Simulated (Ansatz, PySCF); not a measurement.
System: CH₂BCl₂ (charge -1, singlet). It need not be the lowest isomer of its formula. Whether it binds its extra electron was not tested at this geometry. 
Geometry from a B3LYP-D3(BJ)/def2-TZVP (Ansatz, a quantum-chemistry and plane-wave program) optimisation:
```
B
C 1 1.4261
H 2 1.0861 1 122.48
H 2 1.0861 3 115.03 1 -180.00
Cl 1 1.8536 2 124.16 3 0.00
Cl 1 1.8536 2 124.16 3 -180.00
```
Charge -1, spin multiplicity 1.

Total electronic energies in hartree. Valence correlation only, unless marked. No spin-orbit coupling. Non-relativistic. CBS(X,Y): correlation extrapolated as X^-3; Hartree-Fock from the larger set. The bracket is a focal-point correction in the basis named.

| level | program | energy (Eh) |
|---|---|---|
| HF/aug-cc-pV(T+d)Z | Ansatz | -982.87525 |
| HF/cc-pV(T+d)Z | Ansatz | -982.87016 |
| r2SCAN/def2-TZVPD | Ansatz | -984.62976 |
| r2SCAN-D3(BJ)/def2-TZVPD | Ansatz + dftd3 | -984.63113 |
| PBE0/STO-3G | Ansatz | [?] |
| BHLYP-D3(BJ)/def2-TZVPD | Ansatz + dftd3 | -984.69799 |
| BHLYP-D4/def2-TZVPD | Ansatz + dftd4 | -984.69799 |
| HSE06-D3(BJ)/def2-TZVPD | Ansatz + dftd3 | -984.32811 |
| CAM-B3LYP-D4/def2-TZVPD | Ansatz + dftd4 | -984.72500 |
| LC-wPBE/def2-TZVPD | Ansatz | [?] |
| RPA@PBE/cc-pV(T+d)Z | Ansatz | [?] |
| MP2/6-31G | Ansatz | -982.94123 |
| MP2/cc-pVTZ | Ansatz | -983.53044 |
| MP2/cc-pwCVTZ | Ansatz | -983.54508 |
| RI-MP2/cc-pV(T+d)Z | Ansatz | -983.53291 |
| SCS-MP2/STO-3G | Ansatz | -972.20523 |
| SCS-MP2/6-31G | Ansatz | -982.94063 |
| SCS-MP2/cc-pVTZ | Ansatz | -983.52031 |
| CCSD/cc-pV(D+d)Z | Ansatz | -983.36954 |
| CCSD(T)/6-31G* | Ansatz | -983.29457 |
| CCSD(T)/cc-pV(D+d)Z | Ansatz | -983.38568 |
| CCSD(T)/cc-pVDZ | PySCF | -983.37378 |
| RI-MP2/CBS(aug-cc-pV(T+d)Z,aug-cc-pV(Q+d)Z)+[CCSD(T)-MP2]/aug-cc-pV(T+d)Z | Ansatz | -983.7250 |

Some entries are withheld; supply them.


- PBE0/STO-3G, energy (Eh): -973.43625
- LC-wPBE/def2-TZVPD, energy (Eh): -984.42927
- RPA@PBE/cc-pV(T+d)Z, energy (Eh): -983.92115
